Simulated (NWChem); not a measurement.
## Correlation energy of Ge₂

```xyz
2

Ge     0.0000     0.0000     1.1338
Ge     0.0000     0.0000    -1.1338
```
Charge 0, spin multiplicity 3.

The numbers come from NWChem runs, not from measurements. Structure: optimised with UPBE0/def2-SVP, a minimum by its harmonic frequencies.

Basis set: def2-SVP. Each correlation energy counts from its own Hartree-Fock reference.

```tsv
method	correlation energy (mHa)
UMP2	-402.9
SCS-UMP2	-368.5
CCSD on UHF	-402.8
CCSD[T] on UHF	-422.2
CCSD(T) on UHF	-420.5
CCSD on ROHF	-407.7
CCSD[T] on ROHF	-427.9
CCSD(T) on ROHF	-426.3
```

The values span 59.3 mHa, from CCSD[T] on ROHF (lowest) to SCS-UMP2 (highest). 

The Hamiltonian is non-relativistic. The correlated methods keep 18 core orbitals frozen. This spin state was chosen for the runs; another may lie lower. The structure started from a generated list of species. The unpaired electrons of the parent sit in orbitals of symmetry ag and b2u (D2h labels of the run); other states weren't searched. No SCF solution was tested for a lower state. Open-shell Hartree-Fock references start from PBE0 orbitals. No row is a measurement; the coupled-cluster row has its own basis-set and correlation limits.
